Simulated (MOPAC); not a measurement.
Input for MOPAC: AM1 on CH6BNO (SMILES CNBO), a point of a torsion scan.

```
AM1 1SCF PRECISE CHARGE=0 THREADS=1
CH6BNO

C     -0.86770087 1     0.68166165 1     0.08933647 1
N     -0.71121342 1    -0.74940598 1     0.22810521 1
B     -0.94679571 1    -1.48705895 1     1.38753190 1
O     -1.44146379 1    -0.83683726 1     2.47887853 1
H      0.09615982 1     1.19727566 1     0.15748004 1
H     -1.50014207 1     1.03317043 1     0.90107661 1
H     -1.33544050 1     0.93020276 1    -0.86549049 1
H     -0.29876062 1    -1.18660738 1    -0.57993611 1
H     -0.73054216 1    -2.64759122 1     1.37902348 1
H     -1.60860437 1    -1.39608534 1     3.23347854 1
```

It printed:

```
*******************************************************************************
 **                                                                           **
 **                              MOPAC v23.2.5                                **
 **                                                                           **
 *******************************************************************************
 ** MOPAC's Digital Object Identifier: https://doi.org/10.5281/zenodo.6511958 **
 **                                                                           **
 ** Please cite the open-source release paper for use of this MOPAC version:  **
 ** J. E. Moussa and J. J. P. Stewart (2026)                                  **
 ** MOPAC: An open-source semiempirical molecular orbital program             **
 ** J. Open Source Softw., 11(119), 8025, https://doi.org/10.21105/joss.08025 **
 *******************************************************************************

                              AM1 CALCULATION RESULTS

 *******************************************************************************
 *  AM1        - The AM1 Hamiltonian to be used
 *
 *
 *
 *                 CHARGE ON SYSTEM = 0
 *
 *
 *
 *  PRECISE    - TIGHTER CRITERIA TO BE USED
 *  1SCF       - DO 1 SCF AND THEN STOP
 *  THREADS=1  - MULTI-THREADING NOT USED
 *  T=         - A TIME OF 172800.0 SECONDS REQUESTED
 *  DUMP=N     - RESTART FILE WRITTEN EVERY 7200.0 SECONDS REQUESTED
 *******************************************************************************
AM1 1SCF PRECISE CHARGE=0 THREADS=1
 CH6BNO

   ATOM   CHEMICAL          X               Y               Z
  NUMBER   SYMBOL      (ANGSTROMS)     (ANGSTROMS)     (ANGSTROMS)

     1       C         -0.86770087  *   0.68166165  *   0.08933647  *
     2       N         -0.71121342  *  -0.74940598  *   0.22810521  *
     3       B         -0.94679571  *  -1.48705895  *   1.38753190  *
     4       O         -1.44146379  *  -0.83683726  *   2.47887853  *
     5       H          0.09615982  *   1.19727566  *   0.15748004  *
     6       H         -1.50014207  *   1.03317043  *   0.90107661  *
     7       H         -1.33544050  *   0.93020276  *  -0.86549049  *
     8       H         -0.29876062  *  -1.18660738  *  -0.57993611  *
     9       H         -0.73054216  *  -2.64759122  *   1.37902348  *
    10       H         -1.60860437  *  -1.39608534  *   3.23347854  *



          CARTESIAN COORDINATES

    NO.       ATOM           X           Y           Z

     1         C         -0.8677      0.6817      0.0893
     2         N         -0.7112     -0.7494      0.2281
     3         B         -0.9468     -1.4871      1.3875
     4         O         -1.4415     -0.8368      2.4789
     5         H          0.0962      1.1973      0.1575
     6         H         -1.5001      1.0332      0.9011
     7         H         -1.3354      0.9302     -0.8655
     8         H         -0.2988     -1.1866     -0.5799
     9         H         -0.7305     -2.6476      1.3790
    10         H         -1.6086     -1.3961      3.2335

  H: (AM1): M.J.S. DEWAR ET AL, J. AM. CHEM. SOC. 107 3902-3909 (1985)
  B: (AM1): M.J.S. DEWAR ET AL, ORGANOMETALLICS, 7, 513-521 (1988)
  C: (AM1): M.J.S. DEWAR ET AL, J. AM. CHEM. SOC. 107 3902-3909 (1985)
  N: (AM1): M.J.S. DEWAR ET AL, J. AM. CHEM. SOC. 107 3902-3909 (1985)
  O: (AM1): M.J.S. DEWAR ET AL, J. AM. CHEM. SOC. 107 3902-3909 (1985)

           Empirical Formula: C H6 N O B  =    10 atoms



      MOLECULAR POINT GROUP   :   C1


      RHF CALCULATION, NO. OF DOUBLY OCCUPIED LEVELS = 12


 -------------------------------------------------------------------------------
 AM1 1SCF PRECISE CHARGE=0 THREADS=1
 CH6BNO



     1SCF WAS SPECIFIED, SO BFGS WAS NOT USED
     SCF FIELD WAS ACHIEVED


                              AM1 CALCULATION
                                                       MOPAC v23.2.5 Linux




          FINAL HEAT OF FORMATION =        -99.65389 KCAL/MOL =    -416.95187 KJ/MOL


          COSMO AREA              =        100.70 SQUARE ANGSTROMS
          COSMO VOLUME            =         83.27 CUBIC ANGSTROMS

          IONIZATION POTENTIAL    =          9.699965 EV
          HOMO LUMO ENERGIES (EV) =         -9.700  2.482
          NO. OF FILLED LEVELS    =         12
          MOLECULAR WEIGHT        =         58.8745         POINT GROUP:  C1

          MOLECULAR DIMENSIONS (Angstroms)

            Atom       Atom       Distance
            H    10    H     7     4.72099
            H     9    H     6     3.09810
            H     7    H     5     1.62345


          SCF CALCULATIONS        =          1





   ATOM   CHEMICAL          X               Y               Z
  NUMBER   SYMBOL      (ANGSTROMS)     (ANGSTROMS)     (ANGSTROMS)

     1       C         -0.86770087  *   0.68166165  *   0.08933647  *
     2       N         -0.71121342  *  -0.74940598  *   0.22810521  *
     3       B         -0.94679571  *  -1.48705895  *   1.38753190  *
     4       O         -1.44146379  *  -0.83683726  *   2.47887853  *
     5       H          0.09615982  *   1.19727566  *   0.15748004  *
     6       H         -1.50014207  *   1.03317043  *   0.90107661  *
     7       H         -1.33544050  *   0.93020276  *  -0.86549049  *
     8       H         -0.29876062  *  -1.18660738  *  -0.57993611  *
     9       H         -0.73054216  *  -2.64759122  *   1.37902348  *
    10       H         -1.60860437  *  -1.39608534  *   3.23347854  *

                             CARTESIAN COORDINATES

   1    C       -0.867700870     0.681661650     0.089336470
   2    N       -0.711213420    -0.749405980     0.228105210
   3    B       -0.946795710    -1.487058950     1.387531900
   4    O       -1.441463790    -0.836837260     2.478878530
   5    H        0.096159820     1.197275660     0.157480040
   6    H       -1.500142070     1.033170430     0.901076610
   7    H       -1.335440500     0.930202760    -0.865490490
   8    H       -0.298760620    -1.186607380    -0.579936110
   9    H       -0.730542160    -2.647591220     1.379023480
  10    H       -1.608604370    -1.396085340     3.233478540


           Empirical Formula: C H6 N O B  =    10 atoms



      MOLECULAR POINT GROUP   :   C1


                  EIGENVALUES
 -37.40153 -35.14066 -26.49813 -21.09242 -17.62961 -16.28848 -15.39387 -14.68430
 -13.21448 -12.54195 -11.58425  -9.69996   2.48171   3.30659   4.33852   4.47120
   4.68611   4.79200   5.15575   6.20110   7.75187   8.14525


              NET ATOMIC CHARGES AND DIPOLE CONTRIBUTIONS

  ATOM NO.   TYPE          CHARGE      No. of ELECS.   s-Pop       p-Pop
    1          C          -0.071624        4.0716     1.21121     2.86041
    2          N          -0.391664        5.3917     1.46409     3.92757
    3          B           0.166708        2.8333     1.14194     1.69135
    4          O          -0.341874        6.3419     1.82991     4.51196
    5          H           0.053247        0.9468     0.94675
    6          H           0.092462        0.9075     0.90754
    7          H           0.061411        0.9386     0.93859
    8          H           0.206568        0.7934     0.79343
    9          H          -0.005531        1.0055     1.00553
   10          H           0.230296        0.7697     0.76970
 DIPOLE           X         Y         Z       TOTAL
 POINT-CHG.     0.153    -0.253    -0.269     0.400
 HYBRID         0.181    -0.388    -0.023     0.429
 SUM            0.334    -0.642    -0.292     0.780


          ATOMIC ORBITAL ELECTRON POPULATIONS

     Atom    s        px        py        pz
    1  C   1.21121   1.00538   0.84051   1.01452
    2  N   1.46409   1.66171   1.08259   1.18327
    3  B   1.14194   0.41012   0.68184   0.59938
    4  O   1.82991   1.77334   1.46493   1.27369
    5  H   0.94675
    6  H   0.90754
    7  H   0.93859
    8  H   0.79343
    9  H   1.00553
   10  H   0.76970

 **********************
 *                    *
 * JOB ENDED NORMALLY *
 *                    *
 **********************




 == MOPAC DONE ==
```

The run finished.

Cost: roughly 0.020 core-seconds.
